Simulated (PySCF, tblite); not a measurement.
Compound: C8H14OSi.
Cartesian coordinates in Å at the GFN2-xTB level; atoms count from 1:
```xyz
24
C8H14OSi angstrom
C      2.1292   -0.9628    1.2869
Si     1.8825   -0.3971   -0.5073
C      2.5136    1.3083   -0.9230
C      1.4866    2.0570   -1.3404
O      0.2392    1.5808   -1.4081
C      0.1014    0.2289   -0.9331
C     -0.8814    0.2251    0.2271
C     -1.3381   -1.1646    0.7022
C     -2.8046   -0.7459    0.5115
C     -2.3434    0.5790   -0.1132
H      3.1836   -1.1344    1.4777
H      1.7819   -0.2217    2.0004
H      1.6050   -1.8917    1.4860
H      2.2649   -1.4818   -1.4286
H      3.5092    1.7074   -0.8786
H      1.5418    3.0898   -1.6598
H     -0.3399   -0.3306   -1.7651
H     -0.4827    0.8448    1.0322
H     -1.0576   -1.4257    1.7203
H     -1.0205   -1.9634    0.0340
H     -3.3906   -1.3893   -0.1415
H     -3.3424   -0.6184    1.4488
H     -2.5228    0.6478   -1.1841
H     -2.7267    1.4785    0.3631
```

Jobs on this species (24 atoms, 84 electrons) with PySCF (density fitting) and tblite. Hardware of each: one thread of an Arm Neoverse V2, on a shared host. The host was shared with other jobs, so the times are rough.

```tsv
level and settings	work	basis functions	SCF cycles	wall time
GFN2-xTB	L-BFGS relaxation	–	–	0.77 s
GFN2-xTB	Hessian by finite differences	–	–	?
PBE0/pcSseg-1	shieldings, ring-centre shieldings, charges and field gradients, density and orbital grids written	247	14	76 s
```

Fill in the missing figures.

- GFN2-xTB; Hessian by finite differences: 1.1 s

What do all jobs in the table cost together?

About 78 s; the longest takes about 98 % of that, and about 99 times as long as the shortest.
